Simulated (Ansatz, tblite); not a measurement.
Cost and result up the ladder for Si₅O₁₄H₈, a hydroxylated oxide cluster (27 atoms). Total charge 0; singlet. Geometry: PBE-D4/def2-SVP.

Cartesian coordinates in Å:
```
Si -0.880 -0.453 -1.785
Si -2.068 -0.428 0.296
Si 1.006 -0.318 -3.273
Si -2.541 -0.185 2.639
Si 1.976 0.605 0.941
O -1.343 -0.575 3.676
O 0.745 0.437 2.077
O -3.851 0.302 3.492
O -2.943 -1.333 1.390
O 3.360 0.860 1.803
O 2.090 -0.840 0.055
O -1.911 0.851 1.389
O 1.659 1.867 -0.077
O -0.606 -1.112 -0.237
O -2.449 -0.017 -1.313
O -0.357 -1.389 -3.059
O 0.206 0.784 -2.181
O 2.428 -0.818 -2.662
O 1.226 0.166 -4.821
H -0.438 -0.412 3.303
H -0.013 1.017 1.830
H -4.702 0.268 3.021
H 4.156 1.032 1.273
H 1.233 -1.321 0.138
H 1.145 1.638 -0.889
H 2.444 -0.871 -1.659
H 0.425 0.243 -5.368
```

Ansatz on 2 threads of AMD EPYC 7R13 on a shared host and a share (18 GiB) of an NVIDIA H100 80GB HBM3; xTB runs through tblite on one thread. Times are rough, summed over both states, and most runs start from the orbitals of an earlier one. r2SCAN0-D4/def2-TZVP serves as the yardstick here, not as an exact answer. The other state is a doublet.

The xTB rows come from tblite. Single mean-field runs in def2-TZVP are fitted with def2-universal-jkfit. HOMO above LUMO, or a gap near zero within one spin, warns that the state may not be the lowest or that an electron is smeared out. In the singlet geometry the species has come apart into loosely held pieces. In the doublet geometry the species has come apart into loosely held pieces.

Raw xTB energies of ions are shifted by several eV.

```tsv
level	functions	vertical IE (eV)	difference from r2SCAN0-D4/def2-TZVP (eV)	remarks
GFN2-xTB	109	14.87	3.64	–
PBE0-D4/def2-TZVP	667	10.98	-0.25	–
r2SCAN0-D4/def2-TZVP (with forces)	667	11.23	0.00	–
PBE-D4/def2-TZVP	667	9.84	-1.39	gap within one spin near zero (+1 doublet)
GFN1-xTB	117	14.43	3.20	–
```

Question: Estimate how long each takes.

Answer: GFN1-xTB 0.19 s; GFN2-xTB 0.19 s; PBE-D4/def2-TZVP 23 s; PBE0-D4/def2-TZVP 31 s; r2SCAN0-D4/def2-TZVP (with forces) 32 s. On shared hardware such times vary by a factor of up to 3.
